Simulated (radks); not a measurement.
The numbers below are computed, except where a source is named.
Spherical jellium clusters: N electrons in a uniform positive sphere of charge N and radius rs N^(1/3), rs = 5.17 bohr. Level of theory: non-relativistic Kohn-Sham, PBEsol, spin-polarised, spherical densities (a radial shooting solver with Libxc functionals). Levels are named by radial order and angular momentum (1s, 1p, 1d, 2s, ...), and open shells are averaged over m.

N = 10, configuration 1s2 1p6 1d(up 2, down 0). This is the lowest configuration that the search found. Occupied levels:

level,occupation,eigenvalue (eV),<r> (bohr)
1s up,1,-3.5690,7.477
1s down,1,-3.4699,6.982
1p up,3,-2.9405,8.656
1p down,3,-2.7472,8.392
1d up,2,-2.1093,9.625

Energy (eV): total -17.3313, kinetic 11.323, external -290.47, Hartree 144.29, exchange-correlation -29.053, background 146.58.
